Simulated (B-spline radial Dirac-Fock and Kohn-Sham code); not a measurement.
X-ray lines that fill the 3p3/2 vacancy in Cd⁺

System: Cd⁺, configuration [Kr] 4d9 5s1 5p1 (not the ground configuration).

Calculated with a radial atomic solver, using independent-particle rates on relativistic LDA orbitals of the hole state (multipoles up to L = 3, Coulomb Auger matrix elements, transition energies from Dirac-Fock).

```csv
line,multipole,energy (eV),rate (s⁻¹),share (%)
M3-M4,E1,208.9,6.89e+10,2.66
M3-M5,E1,–,6.91e+11,26.7
M3-N1,E1,–,5.40e+11,20.9
M3-N2,E2,544.6,3.58e+08,0.0138
M3-N4,E1,612.3,1.34e+11,5.19
Mγ (M3-N5),E1,613.1,1.12e+12,43.1
M3-O1,E1,626.0,3.64e+10,1.41
```

The listed lines hold 100.0 % of the radiative rate. A dash stands for an energy that rests on an unreliable hole state. The radiative width is 0.00170 eV in the length form and 0.00159 eV in the velocity form; the two differ because the transition energies are not eigenvalue differences of the potential that gave the orbitals.
